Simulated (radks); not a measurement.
Values are calculated unless marked as measured or tabulated.
Species: the neon ion Ne3+. Configuration: [He] 2s1.5 2p3 3p0.5 (fractional occupations, a model configuration). Code: a radial shooting solver on a logarithmic mesh with Libxc functionals. Model: scalar-relativistic Kohn-Sham, BLYP, spin-unpolarised, spherical densities, finite nucleus; Fermi nuclear charge, rms radius 3.0055 fm.

Radial electron density D(r) = 4 pi r^2 rho(r):

```
   r/bohr * D(r) (the largest magnitude, 10.8, reaches the edge; | marks zero)
 0.006326 |*
 0.007132 | *
 0.008042 | *
 0.008995 |  *
  0.01014 |  *
  0.01134 |   *
  0.01279 |    *
  0.01442 |     *
  0.01613 |       *
  0.01819 |        *
   0.0205 |          *
  0.02293 |            *
  0.02586 |               *
  0.02916 |                  *
  0.03261 |                     *
  0.03677 |                         *
  0.04113 |                             *
  0.04637 |                                 *
  0.05228 |                                     *
  0.05848 |                                         *
  0.06593 |                                              *
  0.07434 |                                                 *
  0.08315 |                                                    *
  0.09375 |                                                      *
   0.1057 |                                                      *
   0.1182 |                                                     *
   0.1333 |                                                   *
   0.1491 |                                               *
   0.1681 |                                          *
   0.1895 |                                     *
    0.212 |                                *
    0.239 |                            *
   0.2695 |                        *
   0.3015 |                       *
   0.3399 |                      *
   0.3802 |                       *
   0.4286 |                         *
   0.4833 |                           *
   0.5406 |                             *
   0.6095 |                             *
   0.6872 |                           *
   0.7686 |                        *
   0.8667 |                    *
   0.9771 |               *
    1.093 |           *
    1.232 |       *
    1.378 |    *
    1.554 |  *
    1.752 | *
     1.96 | *
     2.21 |*
    2.491 |*
    2.787 |*
    3.142 |*
    3.543 *
    3.963 *
    4.468 *
    4.997 *
    5.634 *
    6.353 *
    7.106 *
```

D(r) has 2 maxima, at r = 0.103, 0.576 bohr, and minima at 0.324 bohr, inside which lie 2.24 electrons.
